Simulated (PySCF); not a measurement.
Compound: C2H3BrCl2.
SMILES: `ClC(Br)(Cl)C`

Computed with EOM-IP-CCSD/aug-cc-pVDZ in PySCF, restricted Hartree–Fock reference, frozen core, non-relativistic, gas phase, PBE0-D3(BJ)/def2-SVP geometry.

Hartree–Fock orbital energies give these Koopmans values (eV): HOMO 11.40, HOMO-1 11.57, HOMO-2 12.36, HOMO-3 12.39, HOMO-4 13.18, HOMO-5 13.29, HOMO-6 15.00, HOMO-7 15.16.

Question: What vertical ionisation energies does EOM-IP-CCSD give?

Answer: 
```tsv
leading hole (HF orbital)	Koopmans (eV)	EOM-IP-CCSD (eV)	change (eV)	one-hole share
HOMO	11.40	10.55	-0.85	0.96
HOMO-1	11.57	10.75	-0.82	0.96
HOMO-3	12.39	11.35	-1.04	0.95
HOMO-2	12.36	11.41	-0.95	0.96
HOMO-4	13.18	12.16	-1.02	0.95
HOMO-5	13.29	12.20	-1.09	0.95
HOMO-6	15.00	13.94	-1.06	0.95
HOMO-7	15.16	14.12	-1.04	0.95
```

Question: Does the order of the lines follow the orbital energies?

Answer: No: the HOMO-3 hole (11.35 eV) falls below the HOMO-2 hole (11.41 eV). The corrections run from -1.09 to -0.82 eV, with a mean of -0.98 eV over the 8 lines; no line lies above its Koopmans value. Koopmans values leave out both the relaxation of the orbitals and the change in correlation energy.

Question: At what kinetic energies would He I light (21.22 eV) eject these electrons?

Answer: 10.67 eV (HOMO), 10.47 eV (HOMO-1), 9.87 eV (HOMO-3), 9.81 eV (HOMO-2), 9.06 eV (HOMO-4), 9.02 eV (HOMO-5), 7.28 eV (HOMO-6), 7.10 eV (HOMO-7).

Lines less than 0.15 eV apart could change places at a higher level. One root was sought for each valence orbital with −ε under 21 eV, eight at most, so deeper holes and satellites are missing; no vibrational structure.
